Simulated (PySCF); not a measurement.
## A survey of 17O NMR shifts

PySCF calculation with geometry from GFN2-xTB and GIAO PBE0/pcSseg-1 shieldings; one conformer, non-relativistic Hamiltonian, gas phase, fast rotation and ring inversion assumed for equivalent nuclei.

Shieldings were converted by a linear fit to measured shifts: 17O (scatter 10.7 ppm rms, 12.2 ppm with the 3 outliers that the fit left out vs liquid water, solution or neat liquid). Occasional misses reach two or three times the rms, and more in compound classes unlike the fitted ones.

**Question.** Give the 17O shifts of `C=C(C)[P@@](=O)(O)C[SiH3]`, `O=C(F)c1cc2ccccc2o1`, `C[Si@H](P)[SiH2]O[SiH3]`, `C[Si@H]1[SiH2][Si@H](O[SiH3])[SiH2]1`.

**Answer.** 
| compound | environment | δ (ppm) |
| --- | --- | --- |
| [CH2:1]=[C:2]([CH3:3])[P@@:4](=[O:5])([OH:6])[CH2:7][SiH3:8] | O5: P=O oxygen | 88.5 |
| [CH2:1]=[C:2]([CH3:3])[P@@:4](=[O:5])([OH:6])[CH2:7][SiH3:8] | O6: oxygen bonded to P, H | 65.8 |
| [O:1]=[C:2]([F:3])[c:4]1[cH:5][c:6]2[cH:7][cH:8][cH:9][cH:10][c:11]2[o:12]1 | O1: carbonyl oxygen | 356.0 |
| [O:1]=[C:2]([F:3])[c:4]1[cH:5][c:6]2[cH:7][cH:8][cH:9][cH:10][c:11]2[o:12]1 | O12: aromatic ring oxygen | 199.5 |
| C[Si@H](P)[SiH2]O[SiH3] | oxygen bonded to 2 Si | -47.7 |
| C[Si@H]1[SiH2][Si@H](O[SiH3])[SiH2]1 | oxygen bonded to 2 Si | -41.3 |
